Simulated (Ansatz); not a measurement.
C$_{2}$H$_{5}$ClOSi, SMILES `CC1(Cl)O[SiH2]1`, relaxed with RKS PBE0-D4/def2-TZVP in the Gaussian-basis code of Ansatz from a PBE-D4/def2-SVP geometry. The force threshold is 0.005 eV/Å; the program also tests the step.

The species carries charge 0 and has multiplicity 1.

Start:

```xyz
10

C    -0.789    0.902   -0.775
C     0.390    0.174   -0.181
Cl    1.873    0.393   -1.217
O     0.641    0.438    1.198
Si    0.393   -1.266    0.981
H    -0.977    0.565   -1.812
H    -1.696    0.724   -0.165
H    -0.581    1.992   -0.787
H     1.598   -2.135    1.129
H    -0.852   -1.787    1.628
```

```json
{"step": "1", "energy (eV)": "-24592.6185", "largest force (eV/Å)": "1.284", "largest move (Å)": "0.000"}
{"step": "2", "energy (eV)": "-24592.6745", "largest force (eV/Å)": "0.961", "largest move (Å)": "0.024"}
{"step": "3", "energy (eV)": "-24592.6966", "largest force (eV/Å)": "0.317", "largest move (Å)": "0.025"}
{"step": "4", "energy (eV)": "-24592.6989", "largest force (eV/Å)": "0.213", "largest move (Å)": "0.013"}
{"step": "5", "energy (eV)": "-24592.7003", "largest force (eV/Å)": "0.057", "largest move (Å)": "0.007"}
{"step": "6", "energy (eV)": "-24592.7004", "largest force (eV/Å)": "0.015", "largest move (Å)": "0.005"}
{"step": "7", "energy (eV)": "-24592.7005", "largest force (eV/Å)": "0.009", "largest move (Å)": "0.003"}
{"step": "8", "energy (eV)": "-24592.7005", "largest force (eV/Å)": "0.003", "largest move (Å)": "0.003"}
```

End:

```xyz
10

C    -0.781    0.890   -0.766
C     0.391    0.154   -0.199
Cl    1.850    0.396   -1.197
O     0.643    0.419    1.191
Si    0.396   -1.224    0.983
H    -0.986    0.556   -1.783
H    -1.665    0.716   -0.149
H    -0.571    1.963   -0.783
H     1.571   -2.105    1.129
H    -0.847   -1.765    1.576
```

It took 28 s on 4 threads of an Arm Neoverse V1 on a shared host, with 0.53 GiB of host memory at the peak.
